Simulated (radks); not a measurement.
Results of a calculation; reference values are marked as such.
Valence configurations of Ne3+ (all share [He]). Level of theory: non-relativistic Kohn-Sham, r2SCAN, spin-polarised, spherical densities, point nucleus; open shells are filled with parallel spins first; meta-GGA in the generalised Kohn-Sham scheme (a radial shooting solver on a logarithmic mesh with Libxc functionals). Energies are relative to 2s2 2p3; eigenvalues in eV for spin up.

2s2 2p3: E (eV) 0.000; moment (Bohr magnetons) 3; e(2p) -85.291; e(2s) -109.03
2s1.5 2p3.5: E (eV) 12.441; moment (Bohr magnetons) 3; e(2p) -84.984; e(2s) -108.92
2s1 2p4: E (eV) 24.503; moment (Bohr magnetons) 3; e(2p) -84.670; e(2s) -108.80
2s0.5 2p4.5: E (eV) 41.484; moment (Bohr magnetons) 2; e(2p) -83.199; e(2s) -107.34
2p5: E (eV) 56.432; moment (Bohr magnetons) 1; e(2p) -81.508

NIST lists [He] 2s2 2p3 as the ground configuration; this level of theory agrees among the configurations tried. The energies are those of spherical high-spin densities, not of single terms.
